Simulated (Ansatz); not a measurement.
A nudged elastic band was laid between two geometries of C2H5ClSi (9 atoms, charge 0, multiplicity 1).

Method: RKS PBE0-D4/6-31G* in Ansatz.

```
movable images  : 9
climbing image  : yes
spring          : 5.0 eV/Å²
optimiser       : quadratic models (default)
start path      : through a guess of the saddle point
force threshold : 0.03 eV/Å
iteration limit : 60
end points      : relaxed
```

Image 0:

```xyz
9
Properties=species:S:1:pos:R:3
C -0.358 1.302 -0.040
C -0.323 -0.122 0.434
Si 0.619 -1.365 -0.254
Cl 0.608 -3.286 0.457
H -0.031 1.989 0.752
H 0.286 1.475 -0.909
H -1.377 1.599 -0.321
H -0.954 -0.369 1.287
H 1.531 -1.223 -1.406
```

Image 10:

```xyz
9
Properties=species:S:1:pos:R:3
C -0.207 1.195 -0.064
C 0.000 -0.310 -0.239
Si 0.511 -1.193 1.370
Cl 0.617 -3.157 0.609
H 0.701 1.690 0.298
H -0.485 1.676 -1.009
H -1.004 1.412 0.657
H -0.908 -0.795 -0.628
H 0.775 -0.518 -0.995
```

Task: Which bonds break or form, and what moves?

Result: Bonds broken: Si3–H9. Bonds formed: C2–H9.

Task: Give the energies along the band, and the barrier.

Result: It converged. The highest image is number 7 of 0 to 10, 1.14 eV above the first end and 1.67 eV above the last; the last end lies 0.52 eV below the first. The profile has 2 maxima (images 3, 7) with wells between them (image 4): this band takes more than one step, which may be the mechanism or a detour left from its start path. A vibrational analysis at the climbing image gives one clearly imaginary mode, 894i cm⁻¹: a first-order saddle point. The orbitals stay closed-shell, which can raise the energy where a bond breaks towards radicals; this wasn't checked here.

```json
{"image": "0", "path coordinate (Å)": "0.00", "energy (eV)": "0.00", "Si3–H9 (Å)": "1.48", "C2–H9 (Å)": "2.83"}
{"image": "1", "path coordinate (Å)": "0.59", "energy (eV)": "0.04", "Si3–H9 (Å)": "1.48", "C2–H9 (Å)": "2.85"}
{"image": "2", "path coordinate (Å)": "1.19", "energy (eV)": "0.10", "Si3–H9 (Å)": "1.48", "C2–H9 (Å)": "2.85"}
{"image": "3", "path coordinate (Å)": "1.78", "energy (eV)": "0.10", "Si3–H9 (Å)": "1.48", "C2–H9 (Å)": "2.85"}
{"image": "4", "path coordinate (Å)": "2.38", "energy (eV)": "0.05", "Si3–H9 (Å)": "1.48", "C2–H9 (Å)": "2.86"}
{"image": "5", "path coordinate (Å)": "2.97", "energy (eV)": "0.12", "Si3–H9 (Å)": "1.47", "C2–H9 (Å)": "2.72"}
{"image": "6", "path coordinate (Å)": "3.57", "energy (eV)": "0.68", "Si3–H9 (Å)": "1.48", "C2–H9 (Å)": "2.37"}
{"image": "7", "path coordinate (Å)": "4.16", "energy (eV)": "1.14", "Si3–H9 (Å)": "1.56", "C2–H9 (Å)": "1.89"}
{"image": "8", "path coordinate (Å)": "4.66", "energy (eV)": "0.40", "Si3–H9 (Å)": "1.74", "C2–H9 (Å)": "1.37"}
{"image": "9", "path coordinate (Å)": "5.17", "energy (eV)": "-0.43", "Si3–H9 (Å)": "2.19", "C2–H9 (Å)": "1.12"}
{"image": "10", "path coordinate (Å)": "5.67", "energy (eV)": "-0.52", "Si3–H9 (Å)": "2.47", "C2–H9 (Å)": "1.10"}
```

Task: What is the geometry of the highest image?

Result: 
```xyz
9
Properties=species:S:1:pos:R:3:forces:R:3
C -0.292 1.223 -0.074 0.01 0.00 0.01
C -0.336 -0.256 0.061 0.00 0.02 -0.01
Si 1.075 -1.190 0.712 0.01 -0.02 0.00
Cl 0.454 -3.205 0.551 0.00 0.01 0.00
H 0.710 1.633 0.101 0.00 0.00 0.00
H -0.660 1.555 -1.053 0.00 -0.01 0.00
H -0.968 1.664 0.674 0.00 0.00 0.00
H -1.295 -0.708 -0.218 0.00 0.00 0.00
H 1.313 -0.715 -0.753 0.00 0.00 0.01
```

The run took 5.1 min on 1 thread of Intel(R) Xeon(R) 6975P-C (Granite Rapids), with other jobs on the host, peak memory 0.17 GiB.
